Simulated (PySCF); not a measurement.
Electronic absorption of C8H9FO

Species: C₈H₉FO.
InChI=1S/C8H9FO/c1-3-7(2)8(9)4-5-10-6-8/h1,4-5,7H,6H2,2H3/t7-,8-/m1/s1

Method used: TDDFT CAM-B3LYP/def2-SVPD, vertical, gas phase, core orbitals frozen in the response in PySCF. The structure is a single PBE0-D3(BJ)/def2-SVP conformer in the gas phase; no vibrational or solvent corrections. Torsions of this conformer, `[CH:1]#[C:2][C@@H:3]([CH3:4])[C@@:5]1([F:6])[CH:7]=[CH:8][O:9][CH2:10]1`: C2–C3–C5–F6 176°.

Predict the UV-vis stick spectrum at this level.

```tsv
state	E (eV)	ν̃ (cm⁻¹)	f	main configurations (H = HOMO, L = LUMO)
S1	6.31	50900	0.170	H→L (85%), H→L+1 (8%)
S2	6.50	52400	0.0005	H-1→L+5 (30%), H-1→L+3 (22%), H-2→L+6 (13%)
S3	6.71	54110	0.020	H→L+1 (55%), H→L+2 (30%)
S4	6.76	54550	0.0002	H-1→L+6 (15%), H-2→L+5 (15%), H-2→L+3 (14%)
S5	6.78	54670	0.0004	H-2→L+6 (21%), H-2→L+2 (14%), H-2→L (10%)
S6	7.37	59460	0.0057	H→L+2 (49%), H→L+1 (28%), H→L (8%)
S7	7.50	60500	0.0010	H→L+3 (65%), H→L+7 (19%)
S8	7.64	61580	0.0050	H→L+5 (60%), H→L+4 (14%), H→L+7 (10%)
S9	7.75	62500	0.037	H-1→L+1 (54%), H-1→L+4 (16%), H-1→L (8%)
S10	7.77	62670	0.0076	H→L+7 (40%), H→L+5 (13%), H→L+3 (11%)
```

Triplets (Tamm–Dancoff): T1 4.07 eV, H→L (74%), H→L+1 (11%); T2 5.34 eV, H-1→L+6 (22%), H-2→L+5 (21%), H-2→L+3 (15%); T3 5.85 eV, H-1→L+5 (17%), H-1→L+3 (15%), H-2→L+6 (12%); T4 5.86 eV, H-1→L+6 (16%), H-2→L+5 (13%), H-1→L+2 (12%).

The lowest singlet comes at 196 nm (609 kJ/mol) in the vacuum ultraviolet; it is strong; its leading configuration is HOMO→LUMO (85%). The lowest level is also the most intense of those listed (f = 0.170). Löwdin shares by element: HOMO carbon 54% or more, oxygen 27% (atoms not listed hold the other 19%); LUMO carbon 44% or more, oxygen 9%, hydrogen 6% or more (atoms not listed hold the other 41%). The listed states span 1.46 eV, and the widest gap between neighbours is 0.59 eV (S5 to S6). Orbital energies (eV): HOMO-3 -10.93, HOMO-2 -9.40, HOMO-1 -9.35, HOMO -8.21, LUMO 1.16, LUMO+1 1.29, LUMO+2 1.73. Weighted by f, the mean energy of these states is 6.66 eV. The vertical ionisation energy (ΔSCF) is 8.98 eV, 1.21 eV above S10. Singlets were solved by full linear response, triplets in the Tamm–Dancoff approximation.

Time: 9.4 min of wall time; peak memory 1.4 GiB. Hardware: Arm Neoverse V1, one thread (shared host).
